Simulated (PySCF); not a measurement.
Static response to an electric field

Compound: C5H9NSSi.
Structure used (GFN2-xTB), in Å, numbered top down from 1:
```
atom  x, y, z in Å
C1    -2.8230    0.3653    0.5425
Si2   -1.9692   -0.9181   -0.5655
C3    -0.3739   -0.1574   -1.2267
C4     0.7399    0.0039   -0.4984
C5     0.8120   -0.3900    0.8494
N6     0.8939   -0.6957    1.9525
S7     2.2099    0.7465   -1.1686
C8     3.3895    0.6038    0.2058
H9    -2.2008    0.6094    1.3998
H10   -3.0216    1.2880    0.0034
H11   -3.7707   -0.0085    0.9178
H12   -2.7895   -1.2431   -1.7367
H13   -1.6504   -2.1284    0.1967
H14   -0.3358    0.1831   -2.2524
H15    3.0249    1.1540    1.0684
H16    3.5419   -0.4423    0.4562
H17    4.3158    1.0416   -0.1542
```

Level: B3LYP/def2-SVPD (PySCF), static field, nuclei fixed, core orbitals frozen in the response. The polarisability tensor in these axes (au):

```
x   150.08  14.11   6.32
y    14.11  89.74  -3.84
z     6.32  -3.84 110.48
```

Task: Give the principal values, the mean and the anisotropy Δα = √{½[(α1 − α2)² + (α2 − α3)² + (α1 − α3)²]}.

Result: Principal values 85.53, 110.89 and 153.88 au; mean 116.77 au = 17.30 Å³ = 19.25 × 10⁻⁴⁰ C²·m²/J; Δα = 59.84 au (51 % of the mean).

Task: What is the dipole moment, and where does it point?

Result: (0.28, 1.07, -1.67) D, 2.01 D in size, pointing from the negative to the positive side. Measured along this direction, the outermost atoms are N6 at the negative end and H14 at the positive end.

Task: Sum over states: ᾱ = Σ f/ω², ω in Eh. What share falls to these 8 lowest TDDFT singlets (eV, f)? 4.09, 0.1911; 4.82, 0.0009; 5.77, 0.0002; 5.83, 0.0109; 5.90, 0.0067; 5.98, 0.0839; 6.26, 0.0146; 6.42, 0.0049.

Result: They add up to 10.98 au, 9.4 % of the 116.77 au; the largest single term is 8.47 au, from the state at 4.09 eV. Terms in order: 8.47, 0.03, 0.00, 0.24, 0.14, 1.74, 0.28, 0.09 au. Higher excitations give the rest. The strengths listed sum to 0.313.

Task: Traceless (Buckingham) quadrupole moment about the centre of nuclear charge: eigenvalues?

Result: -12.46, -1.87, 14.32 D·Å. The values depend on the origin, since the dipole doesn't vanish. The electronic extent ⟨r²⟩ about the same centre is 1766 bohr², a root-mean-square distance of 2.55 Å for the 76 electrons.

Task: What would n − 1 = 2πNα be for an ideal gas of these molecules at 273.15 K and 1 atm, electronic part alone?

Result: N = p/kT = 2.6868 × 10¹⁹ cm⁻³, so n − 1 = 2π × N × 17.30 × 10⁻²⁴ cm³ = 2921 × 10⁻⁶ at long wavelengths, for an ideal gas.

Task: Molar refractivity from α?

Result: Lorentz–Lorenz: R = (4π/3)N_A α = 2.5225 cm³/(mol·Å³) × 17.30 Å³ = 43.6 cm³/mol, in the limit of long wavelengths.

Task: Rayleigh depolarisation ratio (linearly polarised light, static tensor)?

Result: ρ = 3Δα²/(45ᾱ² + 4Δα²) = 10742.3/(613560 + 14323.0) = 0.0171.

One conformer (not necessarily the lowest) at the GFN2-xTB geometry, without solvent, vibrations or thermal averaging.

The run behind these numbers computed excited states as well. The run took 1.7 min on one thread, Arm Neoverse N1 (aarch64), shared host with 64 logical CPUs at a one-minute load of 60, and the process peaked at 0.91 GiB of memory.
